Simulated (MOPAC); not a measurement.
MOPAC input (AM1):

```
AM1 FORCE THERMO(298,298) PRECISE LET UHF MS=0.5 GEO-OK AUX(PRECISION=9) THREADS=1
H3F2Si2

F     2.18527941 1    1.08681917 1    0.53057053 1
Si    1.20659972 1    0.12675471 1   -0.32147853 1
Si   -1.23745869 1    0.04958701 1    0.12921386 1
F    -1.98123902 1   -1.37957738 1   -0.07863850 1
H     1.78334340 1   -1.15690112 1   -0.70588341 1
H    -1.41781486 1    0.53591329 1    1.49806999 1
H    -1.77344117 1    1.05525881 1   -0.79006760 1
```

Output:

```
 *******************************************************************************
 **                                                                           **
 **                              MOPAC v23.2.5                                **
 **                                                                           **
 *******************************************************************************
 ** MOPAC's Digital Object Identifier: https://doi.org/10.5281/zenodo.6511958 **
 **                                                                           **
 ** Please cite the open-source release paper for use of this MOPAC version:  **
 ** J. E. Moussa and J. J. P. Stewart (2026)                                  **
 ** MOPAC: An open-source semiempirical molecular orbital program             **
 ** J. Open Source Softw., 11(119), 8025, https://doi.org/10.21105/joss.08025 **
 *******************************************************************************

                              AM1 CALCULATION RESULTS

 *******************************************************************************
 *  AM1        - The AM1 Hamiltonian to be used
 *  GEO-OK     - OVERRIDE INTERATOMIC DISTANCE AND OTHER SAFETY CHECKS
 *  UHF        - UNRESTRICTED HARTREE-FOCK CALCULATION
 *  MS=        - IN MECI, MAGNETIC COMPONENT OF SPIN =  0.5
 *  LET        - OVERRIDE SOME SAFETY CHECKS
 *  PRECISE    - TIGHTER CRITERIA TO BE USED
 *  FORCE      - FORCE CALCULATION SPECIFIED
 *  AUX        - OUTPUT AUXILIARY INFORMATION
 *  THERMO     - THERMODYNAMIC QUANTITIES TO BE CALCULATED
 *******************************************************************************
AM1 FORCE THERMO(298,298) PRECISE LET UHF MS=0.5 GEO-OK AUX(PRECISION=9) THREADS=1
 H3F2Si2

   ATOM   CHEMICAL          X               Y               Z
  NUMBER   SYMBOL      (ANGSTROMS)     (ANGSTROMS)     (ANGSTROMS)

     1       F          2.18527941  *   1.08681917  *   0.53057053  *
     2      Si          1.20659972  *   0.12675471  *  -0.32147853  *
     3      Si         -1.23745869  *   0.04958701  *   0.12921386  *
     4       F         -1.98123902  *  -1.37957738  *  -0.07863850  *
     5       H          1.78334340  *  -1.15690112  *  -0.70588341  *
     6       H         -1.41781486  *   0.53591329  *   1.49806999  *
     7       H         -1.77344117  *   1.05525881  *  -0.79006760  *

          CARTESIAN COORDINATES

    NO.       ATOM           X           Y           Z

     1         F          2.1853      1.0868      0.5306
     2        Si          1.2066      0.1268     -0.3215
     3        Si         -1.2375      0.0496      0.1292
     4         F         -1.9812     -1.3796     -0.0786
     5         H          1.7833     -1.1569     -0.7059
     6         H         -1.4178      0.5359      1.4981
     7         H         -1.7734      1.0553     -0.7901

  H: (AM1): M.J.S. DEWAR ET AL, J. AM. CHEM. SOC. 107 3902-3909 (1985)
  F: (AM1): M.J.S. DEWAR AND E. G. ZOEBISCH, THEOCHEM, 180, 1 (1988).
 Si: (AM1): M.J.S.DEWAR, C. JIE, ORGANOMETALLICS, 6, 1486-1490 (1987).

           Empirical Formula: H3 F2 Si2  =     7 atoms

      MOLECULAR POINT GROUP   :   C1

[...]
 REDUCED MASS        0.4831         Si3 -- F 4          +0.8% (  7.4%)     97.4%
 EFFECTIVE MASS      1.3114
 FORCE CONSTANT      0.1925

 VIBRATION         11   11A          ATOM PAIR     ENERGY CONTRIBUTION    RADIAL
 FREQUENCY          1125.33         Si3 -- F 4         +64.5% (100.0%)    100.0%
 TRANSITION DIPOLE   4.1826         Si2 -- Si3         +11.9% ( 42.9%)     21.3%
 TRAVEL (Ang.)       0.0737         Si3 -- H 6         +11.6% ( 42.4%)      7.4%
 REDUCED MASS       11.0195         Si3 -- H 7         +11.6% ( 42.3%)      7.5%
 EFFECTIVE MASS     22.5711
 FORCE CONSTANT      8.2219

 VIBRATION         12   12A          ATOM PAIR     ENERGY CONTRIBUTION    RADIAL
 FREQUENCY          1162.44         F 1 -- Si2         +73.5% ( 99.9%)    100.0%
 TRANSITION DIPOLE   2.9916         Si2 -- Si3         +13.3% ( 42.5%)     31.2%
 TRAVEL (Ang.)       0.0723         Si2 -- H 5         +12.5% ( 41.2%)     10.2%
 REDUCED MASS       11.0850         Si3 -- F 4          +0.5% (  8.2%)     99.4%
 EFFECTIVE MASS     22.5653
 FORCE CONSTANT      8.8252

 VIBRATION         13   13A          ATOM PAIR     ENERGY CONTRIBUTION    RADIAL
 FREQUENCY          2211.29         Si3 -- H 7         +97.9% ( 99.1%)     99.9%
 TRANSITION DIPOLE   0.2460         Si2 -- H 5          +1.0% ( 10.2%)     99.9%
 TRAVEL (Ang.)       0.1801         Si3 -- H 6          +0.7% (  8.2%)      6.8%
 REDUCED MASS        0.9405         Si3 -- F 4          +0.2% (  4.5%)     24.1%
 EFFECTIVE MASS      1.3078
 FORCE CONSTANT      2.7095

 VIBRATION         14   14A          ATOM PAIR     ENERGY CONTRIBUTION    RADIAL
 FREQUENCY          2212.82         Si3 -- H 6         +97.6% ( 99.1%)     99.9%
 TRANSITION DIPOLE   0.2556         Si2 -- H 5          +1.1% ( 10.3%)     99.9%
 TRAVEL (Ang.)       0.1801         Si3 -- H 7          +1.0% ( 10.0%)     50.6%
 REDUCED MASS        0.9394         Si3 -- F 4          +0.2% (  4.5%)     16.1%
 EFFECTIVE MASS      1.3351
 FORCE CONSTANT      2.7102

 VIBRATION         15   15A          ATOM PAIR     ENERGY CONTRIBUTION    RADIAL
 FREQUENCY          2228.72         Si2 -- H 5         +97.5% ( 98.9%)     99.9%
 TRANSITION DIPOLE   0.1409         Si3 -- H 6          +1.2% ( 10.9%)     98.8%
 TRAVEL (Ang.)       0.1801         Si3 -- H 7          +0.8% (  9.2%)     97.8%
 REDUCED MASS        0.9330         F 1 -- Si2          +0.2% (  4.7%)     27.2%
 EFFECTIVE MASS      1.3359
 FORCE CONSTANT      2.7306

      SYMMETRY NUMBER FOR POINT-GROUP C1  =  1

          SYSTEM IS A GROUND STATE

 H3F2Si2

          MOLECULE IS NOT LINEAR

          THERE ARE 15 GENUINE VIBRATIONS IN THIS SYSTEM
          THIS THERMODYNAMICS CALCULATION IS LIMITED TO
          MOLECULES WHICH HAVE NO INTERNAL ROTATIONS

                    CALCULATED THERMODYNAMIC PROPERTIES
                                          *
   TEMP. (K)   PARTITION FUNCTION   H.O.F.    ENTHALPY  HEAT CAPACITY ENTROPY
                                   KCAL/MOL   CAL/MOLE    CAL/K/MOL  CAL/K/MOL

 298.00  VIB.     0.9721D+02                  2358.9807    14.3487    17.0112
         ROT.     0.1419D+06                   888.2803     2.9808    26.5541
         INT.     0.1379D+08                  3247.2610    17.3295    43.5653
         TRA.     0.9263D+27                  1480.4672     4.9680    39.6309
         TOT.                     -142.682    4727.7282    22.2975    83.1962

   *: NOTE: HEATS OF FORMATION ARE RELATIVE TO THE
            ELEMENTS IN THEIR STANDARD STATE AT 298K
              (=  Standard Enthalpy of Formation).

            Hvib:  Zero-point energy is not included.
                   frequencies of less than zero cm-1 are not included.
            Hrot = (3/2)RT
            Htra = (3/2)RT + pV = (5/2)RT

            Heat capacity is Cp, not Cv

          For more information, see: HTTP://OpenMOPAC.net/Manual/thermochemistry.html

           FORCE CONSTANT IN CARTESIAN COORDINATES (Millidynes/A)

    ATOM   CHEMICAL       X               Y               Z
   NUMBER   SYMBOL  FORCE CONSTANT  FORCE CONSTANT  FORCE CONSTANT

      1       F        9.118502        0.247727        0.068586
      2      Si        9.925253        2.674003        1.023398
      3      Si        8.142131        2.917231        5.387755
      4       F        6.564674        0.283517        2.331914
      5       H        0.746693        1.580611        0.807616
      6       H        1.276971        1.425772        0.576590
      7       H        0.324677        0.239185        2.702616

 **********************
 *                    *
 * JOB ENDED NORMALLY *
 *                    *
 **********************

 == MOPAC DONE ==
```
